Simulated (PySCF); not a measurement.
Species: ethylbenzene, C8H10.
SMILES with atom numbers: `[CH3:1][CH2:2][c:3]1[cH:4][cH:5][cH:6][cH:7][cH:8]1` (hydrogens: H9, H10, H11 on C1; H12, H13 on C2; H14 on C4; H15 on C5; H16 on C6; H17 on C7; H18 on C8)

All values: wB97X-D/pcSseg-2 (PySCF, non-relativistic), on one gas-phase PBE0-D3(BJ)/def2-TZVP geometry that isn't relaxed in the solvent. The solvent is an IEF-PCM continuum (van der Waals radii × 1.2). Specific hydrogen bonds and non-electrostatic terms are outside this model.

Gas phase at wB97X-D/pcSseg-2: HOMO -8.72 eV, LUMO 1.56 eV, dipole 0.41 D.

Question: What does the continuum do to the energy, the frontier levels and the dipole at wB97X-D/pcSseg-2 in chloroform?

Answer: 
| solvent | ε | E(solvent) − E(gas) (kJ/mol) | polarisation term (kJ/mol) | distortion of the solute (kJ/mol) | HOMO (eV) | LUMO (eV) | dipole (D) |
| --- | --- | --- | --- | --- | --- | --- | --- |
| chloroform | 4.711 | -8.26 | -8.99 | 0.73 | -8.74 | 1.55 | 0.56 |

The first energy column is the sum of the next two and covers electrostatics alone.

Shape of the structure used: `[CH3:1][CH2:2][c:3]1[cH:4][cH:5][cH:6][cH:7][cH:8]1`: C1–C2–C3–C4 -96°.

wB97X-D is run here without its empirical dispersion term; that term would change no orbital, density or response property at a fixed geometry.
